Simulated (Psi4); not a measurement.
nitrogen trifluoride (F₃N), singlet, geometry from GFN2-xTB, atoms displaced at random by about 0.08 Å a coordinate; HF/6-31G, gradient run with Psi4.

Psi4 was given this input:
```
memory 2 GB

molecule {
0 1
F     1.07813154   -0.19995670   -0.02261617
N    -0.01351672   -0.03941523    0.58190780
F    -0.40660669    1.14416451   -0.12678489
F    -0.79055728   -0.90412377   -0.26111192
symmetry c1
no_reorient
no_com
}

set {
  basis 6-31g
}

gradient('scf')
print_variables()
```

The log (banner, timings and long lists left out):

```
gradient() will perform analytic gradient computation.

   => Loading Basis Set <=

    Name: 6-31G
    Role: ORBITAL
    Keyword: BASIS

         ---------------------------------------------------------
                                   SCF
               by Justin Turney, Rob Parrish, Andy Simmonett
                          and Daniel G. A. Smith
                              RHF Reference
         ---------------------------------------------------------

  ==> Geometry <==

    Molecular point group: c1
    Full point group: C1

    Geometry (in Angstrom), charge = 0, multiplicity = 1:

       Center              X                  Y                   Z               Mass
    ------------   -----------------  -----------------  -----------------  -----------------
         F            1.078131540000    -0.199956700000    -0.022616170000    18.998403162730
         N           -0.013516720000    -0.039415230000     0.581907800000    14.003074004430
         F           -0.406606690000     1.144164510000    -0.126784890000    18.998403162730
         F           -0.790557280000    -0.904123770000    -0.261111920000    18.998403162730

  Running in c1 symmetry.

  Rotational constants: A =      0.39018  B =      0.35768  C =      0.21356 [cm^-1]
  Rotational constants: A =  11697.42896  B =  10722.94681  C =   6402.48587 [MHz]
  Nuclear repulsion =  136.166111504102588

  Charge       = 0
  Multiplicity = 1
  Electrons    = 34
  Nalpha       = 17
  Nbeta        = 17

  ==> Algorithm <==

  SCF Algorithm Type is DF.
  DIIS enabled.
  MOM disabled.
  Fractional occupation disabled.
  Guess Type is SAD.
  Energy threshold   = 1.00e-08
  Density threshold  = 1.00e-08
  Integral threshold = 1.00e-12

  ==> Primary Basis <==

  Basis Set: 6-31G
    Blend: 6-31G
    Number of shells: 20
    Number of basis functions: 36
    Number of Cartesian functions: 36
    Spherical Harmonics?: false
    Max angular momentum: 1

   => Loading Basis Set <=

    Name: (6-31G AUX)
    Role: JKFIT
    Keyword: DF_BASIS_SCF

  ==> Integral Setup <==

  SCF_SUBTYPE=INCORE selected. In-core MEM_DF algorithm will be used.
  Using in-core AOs.

  ==> MemDFJK: Density-Fitted J/K Matrices <==

    J tasked:                   Yes
    K tasked:                   Yes
    wK tasked:                   No
    Algorithm:                 Core
    Schwarz Cutoff:           1E-12
    Mask sparsity (%):       0.4630
    Fitting Condition:        1E-10

   => Auxiliary Basis Set <=

  Basis Set: (6-31G AUX)
    Blend: CC-PVDZ-JKFIT
    Number of shells: 96
    Number of basis functions: 324
    Number of Cartesian functions: 324
    Spherical Harmonics?: false
    Max angular momentum: 3

  Minimum eigenvalue in the overlap matrix is 9.7111821523E-03.
  Reciprocal condition number of the overlap matrix is 2.8326372736E-03.
    Using symmetric orthogonalization.

  ==> Pre-Iterations <==

  SCF Guess: Superposition of Atomic Densities via on-the-fly atomic UHF (no occupation information).

   -------------------------
    Irrep   Nso     Nmo
   -------------------------
     A         36      36
   -------------------------
    Total      36      36
   -------------------------

  ==> Iterations <==

                           Total Energy        Delta E     RMS |[F,P]|

   @DF-RHF iter SAD:  -351.79535771776676   -3.51795e+02   0.00000e+00
   @DF-RHF iter   1:  -352.20580736639437   -4.10450e-01   1.61579e-02 DIIS/ADIIS
   @DF-RHF iter   2:  -352.30146908458670   -9.56617e-02   1.35179e-02 DIIS/ADIIS
   @DF-RHF iter   3:  -352.38560447332020   -8.41354e-02   1.47521e-03 DIIS/ADIIS
   @DF-RHF iter   4:  -352.38772097246516   -2.11650e-03   4.93899e-04 DIIS/ADIIS
   @DF-RHF iter   5:  -352.38804141980762   -3.20447e-04   1.37019e-04 DIIS/ADIIS
   @DF-RHF iter   6:  -352.38806839721576   -2.69774e-05   5.79033e-05 DIIS
   @DF-RHF iter   7:  -352.38807155108123   -3.15387e-06   1.38569e-05 DIIS
[...]
  Energy and wave function converged.

  ==> Post-Iterations <==

    Orbital Energies [Eh]
    ---------------------

    Doubly Occupied:

[...]
    Virtual:

[...]
      36A      2.785770

    Final Occupation by Irrep:
              A
    DOCC [    17 ]
    NA   [    17 ]
    NB   [    17 ]

  @DF-RHF Final Energy:  -352.38807195246642

   => Energetics <=

    Nuclear Repulsion Energy =            136.1661115041025880
    One-Electron Energy =                -760.8414970439314402
    Two-Electron Energy =                 272.2873135873624619
    Total Energy =                       -352.3880719524664187

Computation Completed

Properties will be evaluated at   0.000000,   0.000000,   0.000000 [a0]

Properties computed using the SCF density matrix

 Multipole Moments:

 ------------------------------------------------------------------------------------
     Multipole            Electronic (a.u.)      Nuclear  (a.u.)        Total (a.u.)
 ------------------------------------------------------------------------------------

 L = 1.  Multiply by 2.5417464519 to convert [e a0] to [Debye]
 Dipole X            :          2.4507251           -2.2032485            0.2474766
 Dipole Y            :         -0.2307906            0.1603428           -0.0704478
 Dipole Z            :         -0.3375941            0.7157107            0.3781166
 Magnitude           :                                                    0.4573617

 ------------------------------------------------------------------------------------

         ------------------------------------------------------------
                                   SCF GRAD
                          Rob Parrish, Justin Turney,
                       Andy Simmonett, and Alex Sokolov
         ------------------------------------------------------------

  ==> Geometry <==

    Molecular point group: c1
    Full point group: C1

    Geometry (in Angstrom), charge = 0, multiplicity = 1:

       Center              X                  Y                   Z               Mass
    ------------   -----------------  -----------------  -----------------  -----------------
         F            1.078131540000    -0.199956700000    -0.022616170000    18.998403162730
         N           -0.013516720000    -0.039415230000     0.581907800000    14.003074004430
         F           -0.406606690000     1.144164510000    -0.126784890000    18.998403162730
         F           -0.790557280000    -0.904123770000    -0.261111920000    18.998403162730

  Nuclear repulsion =  136.166111504102588

  ==> Basis Set <==

  Basis Set: 6-31G
    Blend: 6-31G
    Number of shells: 20
    Number of basis functions: 36
    Number of Cartesian functions: 36
    Spherical Harmonics?: false
    Max angular momentum: 1

  ==> DFJKGrad: Density-Fitted SCF Gradients <==

    Gradient:                    1
    J tasked:                  Yes
    K tasked:                  Yes
    wK tasked:                  No
    Integrals threads:           1
    Schwarz Cutoff:          1E-12
    Fitting Condition:       1E-10

   => Auxiliary Basis Set <=

  Basis Set: (6-31G AUX)
    Blend: CC-PVDZ-JKFIT
    Number of shells: 96
    Number of basis functions: 324
    Number of Cartesian functions: 324
    Spherical Harmonics?: false
    Max angular momentum: 3

  -Total Gradient:
     Atom            X                  Y                   Z
    ------   -----------------  -----------------  -----------------
       1       -0.137078107260     0.024898372096     0.022129066416
       2        0.111046216858    -0.023450143661     0.043860520390
       3        0.011324654209    -0.014618333041    -0.033834857137
       4        0.014707236194     0.013170104607    -0.032154729670

  Variable Map:
  ----------------------------------------------------------------------------
[...]
  Array Variable Map:
  ----------------------------------------------------------------------------
[...]
[...]
```
